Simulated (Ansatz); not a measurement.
This geometry of C2H4FSi (8 atoms, charge 1, multiplicity 1) is a first-order saddle point.

Computed with RKS PBE0-D4/STO-3G in Ansatz.

```xyz
8
Properties=species:S:1:pos:R:3
C -0.140 0.970 -0.221
C 0.371 -0.326 0.401
F 1.580 -0.226 0.933
Si -0.730 -1.864 0.688
H 0.527 1.814 0.013
H -0.184 0.839 -1.320
H -1.163 1.187 0.130
H -0.261 -2.395 -0.624
```

(1) Which two structures does it join? (They come from a converged band through this point; their orientation in space is the band's.)

(2) How far does it lie above each of them?

Answers

(1) No bond is made or broken. The dihedral H6–C1–C2–Si4 goes from -145 to -19°. The two ends are copies of one structure, up to a mirror image or an exchange of like atoms.

Image 0:

```xyz
8
Properties=species:S:1:pos:R:3
C -0.089 0.920 -0.336
C 0.466 -0.364 0.270
F 1.787 -0.444 0.251
Si -0.653 -1.547 1.257
H 0.131 1.768 0.342
H 0.410 1.127 -1.299
H -1.177 0.853 -0.481
H -0.874 -2.313 -0.004
```

Image 6:

```xyz
8
Properties=species:S:1:pos:R:3
C -0.167 0.945 -0.212
C 0.303 -0.336 0.469
F 1.322 -0.166 1.296
Si -0.727 -1.935 0.364
H 0.698 1.466 -0.659
H -0.918 0.731 -0.987
H -0.609 1.623 0.545
H 0.097 -2.329 -0.816
```

(2) 2.6 kJ/mol above the first and 2.6 kJ/mol above the second. This is the barrier of this one path; another mechanism may lie lower. Limits of this set-up: minimal basis, the dipole of an ion depends on the origin.

Run time: 32 s on 1 CPU thread of a shared host.
